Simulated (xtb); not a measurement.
Sn(H)(F)(NH2)2 (FH5N2Sn), SMILES [NH2][SnH]([F])[NH2]. All values are semi-empirical tight-binding results from xtb (GFN2-xTB unless named), good for trends rather than for accurate numbers. Geometry: GFN2-xTB. The values are those of a single conformer.

For metal compounds this method's bond lengths and energies can be far off.

```yaml
orbital_gap: 4.25 eV
zero_point_energy: 34.4 kcal/mol
G − E(el) at 298.15 K (modified RRHO): 14.0 kcal/mol
```
